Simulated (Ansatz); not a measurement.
Gas-phase electronic energies from Ansatz, PBE0-D4/def2-TZVP geometries. CCSD(T)/CBS adds triple-zeta CCSD(T) − MP2 to the extrapolated MP2 energy (def2 sets, frozen cores). This one scheme is used for every species. DFT in def2-TZVPP. Each species was taken in one conformer, which may not be the lowest.

`C=CN[SiH3]` + `[SiH3]N[SiH3]` → `C=C[SiH2]N[SiH3]` + `N[SiH3]`  (formal exchange of groups at a C–N bond)

```
          level  ΔE (eV)
        BLYP-D4    -0.35
         B97M-V    -0.42
       BHLYP-D4    -0.41
        ωB97X-V    -0.40
        ωB97M-V    -0.45
         B2PLYP    -0.41
         revPBE    -0.36
CCSD/def2-TZVPP    -0.47
```

Task: What does CCSD(T)/CBS give? (An estimate is asked.)

Result: Ansatz gave: -0.49 eV. The listed levels differ from it by 0.14, 0.07, 0.08, 0.09, 0.04, 0.08, 0.13, 0.02 eV.

Task: What do rigid-rotor, harmonic-oscillator terms from PBE0-D4/def2-TZVP frequencies (298.15 K, 1 bar) make of the CCSD(T)/CBS value? (Estimate.)

Result: Ansatz gave: ΔZPE = +0.04 eV, ΔH = -0.45 eV, ΔS = -4 J/(mol·K), ΔG = -0.43 eV. Modes under 50 cm⁻¹ make the entropy rough.

Largest T1 diagnostic among the species: 0.012.

From PBE to PBE0 (25 % exact exchange), in def2-TZVPP and without D4, ΔE moves by −0.03 eV. At CCSD(T), def2-SVP lies +0.24 eV from the extrapolated value and def2-TZVPP +0.03 eV. Leaving LDA and LC-ωPBE aside and taking each functional with its dispersion term where it has one, the values, not all of them listed here, spread over 0.11 eV, from ωB97M-V to revPBE-D4. LDA lies +0.08 eV from PBE without D4.
